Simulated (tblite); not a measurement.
Parent: `[NH2:1][C:2](=[O:3])[Si@H:4]1[CH2:5][CH2:6][O:7]1` with H–N1–C2–O3 4° and 172°, N1–C2–Si4–C5 -73°, C2–Si4–C5–C6 115°, Si4–C5–C6–O7 -8°, C5–C6–O7–Si4 9°, C2–Si4–O7–C6 -128°, C3H7NO2Si.

The geometries are computed with GFN2-xTB (gas phase). One conformer each, not checked by frequencies here.

| coordinate of the parent | value |
| --- | --- |
| N1–C2 | 1.350 Å |
| C2=O3 | 1.215 Å |
| C2–Si4 | 1.915 Å |
| Si4–C5 | 1.912 Å |
| C5–C6 | 1.529 Å |
| C6–O7 | 1.431 Å |
| Si4–O7 | 1.667 Å |
| N1–C2–O3 | 122.3° |
| N1–C2–Si4 | 116.0° |
| O3–C2–Si4 | 121.7° |
| C2–Si4–C5 | 123.1° |
| C2–Si4–O7 | 111.2° |
| C5–Si4–O7 | 78.6° |
| Si4–C5–C6 | 83.7° |
| C5–C6–O7 | 100.4° |
| Si4–O7–C6 | 96.3° |

**Question.** How does the shared frame change in `[CH3:1][CH2:2][CH2:3][C@@H:4]1[CH2:5][Si@H:6]([C:7]([NH2:8])=[O:9])[O:10]1` with C1–C2–C3–C4 178°, C2–C3–C4–C5 -74°, C5–Si6–C7–N8 -73°, Si6–C7–N8–H -9° and -175°, C6H13NO2Si? Atoms pair as N1 = N8, C2 = C7, O3 = O9, Si4 = Si6, C5 = C5, C6 = C4, O7 = O10 (parent first).

**Answer.** 
```json
{"parent": "N1–C2", "relative": "N8–C7", "value in the relative": "1.351 Å", "change": "+0.001"}
{"parent": "C2=O3", "relative": "C7=O9", "value in the relative": "1.215 Å", "change": "0.000"}
{"parent": "C2–Si4", "relative": "C7–Si6", "value in the relative": "1.915 Å", "change": "0.000"}
{"parent": "Si4–C5", "relative": "Si6–C5", "value in the relative": "1.908 Å", "change": "-0.004"}
{"parent": "C5–C6", "relative": "C5–C4", "value in the relative": "1.534 Å", "change": "+0.005"}
{"parent": "C6–O7", "relative": "C4–O10", "value in the relative": "1.440 Å", "change": "+0.009"}
{"parent": "Si4–O7", "relative": "Si6–O10", "value in the relative": "1.662 Å", "change": "-0.005"}
{"parent": "N1–C2–O3", "relative": "N8–C7–O9", "value in the relative": "122.3°", "change": "0.0"}
{"parent": "N1–C2–Si4", "relative": "N8–C7–Si6", "value in the relative": "115.7°", "change": "-0.3"}
{"parent": "O3–C2–Si4", "relative": "O9–C7–Si6", "value in the relative": "122.0°", "change": "+0.3"}
{"parent": "C2–Si4–C5", "relative": "C7–Si6–C5", "value in the relative": "123.0°", "change": "-0.1"}
{"parent": "C2–Si4–O7", "relative": "C7–Si6–O10", "value in the relative": "110.9°", "change": "-0.3"}
{"parent": "C5–Si4–O7", "relative": "C5–Si6–O10", "value in the relative": "78.9°", "change": "+0.3"}
{"parent": "Si4–C5–C6", "relative": "Si6–C5–C4", "value in the relative": "84.0°", "change": "+0.3"}
{"parent": "C5–C6–O7", "relative": "C5–C4–O10", "value in the relative": "99.9°", "change": "-0.5"}
{"parent": "Si4–O7–C6", "relative": "Si6–O10–C4", "value in the relative": "96.5°", "change": "+0.2"}
```

Of the parent's bonds, C6–O7 changes most (+0.009 Å). Bonds of the relative outside the shared frame: C1–C2 1.524, C2–C3 1.527, C3–C4 1.518 Å. Point group C1 → C1.

**Question.** How does the shared frame change in `[CH3:1]/[N:2]=[CH:3]/[C@@H:4]1[CH2:5][Si@H:6]([C:7]([NH2:8])=[O:9])[O:10]1` with N2–C3–C4–C5 78°, C5–Si6–C7–N8 -55°, Si6–C7–N8–H -177° and -1°, C5H10N2O2Si? Atoms pair as N1 = N8, C2 = C7, O3 = O9, Si4 = Si6, C5 = C5, C6 = C4, O7 = O10 (parent first).

**Answer.** 
```
   parent    relative  value in the relative  change
    N1–C2       N8–C7                1.343 Å  -0.007
    C2=O3       C7=O9                1.218 Å  +0.003
   C2–Si4      C7–Si6                1.920 Å  +0.005
   Si4–C5      Si6–C5                1.915 Å  +0.003
    C5–C6       C5–C4                1.541 Å  +0.012
    C6–O7      C4–O10                1.425 Å  -0.006
   Si4–O7     Si6–O10                1.665 Å  -0.002
 N1–C2–O3    N8–C7–O9                 123.3°    +1.0
N1–C2–Si4   N8–C7–Si6                 114.3°    -1.7
O3–C2–Si4   O9–C7–Si6                 122.4°    +0.7
C2–Si4–C5   C7–Si6–C5                 119.0°    -4.1
C2–Si4–O7  C7–Si6–O10                 111.2°     0.0
C5–Si4–O7  C5–Si6–O10                  78.8°    +0.2
Si4–C5–C6   Si6–C5–C4                  83.6°    -0.1
 C5–C6–O7   C5–C4–O10                 100.4°     0.0
Si4–O7–C6  Si6–O10–C4                  97.1°    +0.8
```

Of the parent's bonds, C5–C6 changes most (+0.012 Å). Bonds of the relative outside the shared frame: C1–N2 1.429, N2=C3 1.256, C3–C4 1.490 Å. Point group C1 → C1.

**Question.** How does the shared frame change in `[CH3:1][O:2][C@@H:3]1[CH2:4][Si@@H:5]([C:6]([NH2:7])=[O:8])[O:9]1` with C1–O2–C3–C4 175°, C4–Si5–C6–N7 74°, Si5–C6–N7–H 7° and 176°, O2–C3–C4–Si5 -106°, C3–C4–Si5–C6 -117°, C4–Si5–O9–C3 11°, O2–C3–O9–Si5 103°, C4H9NO3Si? Atoms pair as N1 = N7, C2 = C6, O3 = O8, Si4 = Si5, C5 = C4, C6 = C3, O7 = O9 (parent first).

**Answer.** 
| parent | relative | value in the relative | change |
| --- | --- | --- | --- |
| N1–C2 | N7–C6 | 1.350 Å | 0.000 |
| C2=O3 | C6=O8 | 1.214 Å | -0.001 |
| C2–Si4 | C6–Si5 | 1.915 Å | 0.000 |
| Si4–C5 | Si5–C4 | 1.909 Å | -0.003 |
| C5–C6 | C4–C3 | 1.528 Å | -0.001 |
| C6–O7 | C3–O9 | 1.434 Å | +0.003 |
| Si4–O7 | Si5–O9 | 1.669 Å | +0.002 |
| N1–C2–O3 | N7–C6–O8 | 122.3° | 0.0 |
| N1–C2–Si4 | N7–C6–Si5 | 116.2° | +0.2 |
| O3–C2–Si4 | O8–C6–Si5 | 121.4° | -0.3 |
| C2–Si4–C5 | C6–Si5–C4 | 122.4° | -0.7 |
| C2–Si4–O7 | C6–Si5–O9 | 110.4° | -0.8 |
| C5–Si4–O7 | C4–Si5–O9 | 78.6° | 0.0 |
| Si4–C5–C6 | Si5–C4–C3 | 83.3° | -0.4 |
| C5–C6–O7 | C4–C3–O9 | 100.3° | -0.1 |
| Si4–O7–C6 | Si5–O9–C3 | 95.5° | -0.8 |

No shared bond changes by more than 0.004 Å. Bonds of the relative outside the shared frame: C1–O2 1.414, O2–C3 1.377 Å. Point group C1 → C1.
